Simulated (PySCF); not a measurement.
Stationary points of PbO(OH)2

All numbers come from PBE0 in PySCF with Pb def2-SVP with ECP60, O def2-SVP, H def2-SVP; scalar-relativistic core potentials, no spin–orbit coupling; density-fitted integrals.

Relaxations began from a few typed shapes. The search is not exhaustive: other isomers or separated fragments can lie lower, and high-lying points may rest on an excited occupation.

Question: Which is the lowest minimum found?
A. singlet Cs: O–H 0.967 Å, O–H 0.970 Å, Pb–O 1.932 Å, Pb–O 2.064 Å, Pb–O 2.090 Å; H–O–Pb 105.0°, H–O–Pb 110.2°, O–Pb–O 91.2°, O–Pb–O 130.2°, O–Pb–O 138.6°
B. singlet C2v: O–H 0.968 Å (×2), Pb–O 1.941 Å, Pb–O 2.074 Å (×2); H–O–Pb 107.9° (×2), O–Pb–O 94.0°, O–Pb–O 133.0° (×2)

Answer: A. The others lie at 8.9 (singlet C2v) kJ/mol above it.

For the lowest minimum: spin–orbit coupling, left out here, can matter for elements this heavy.
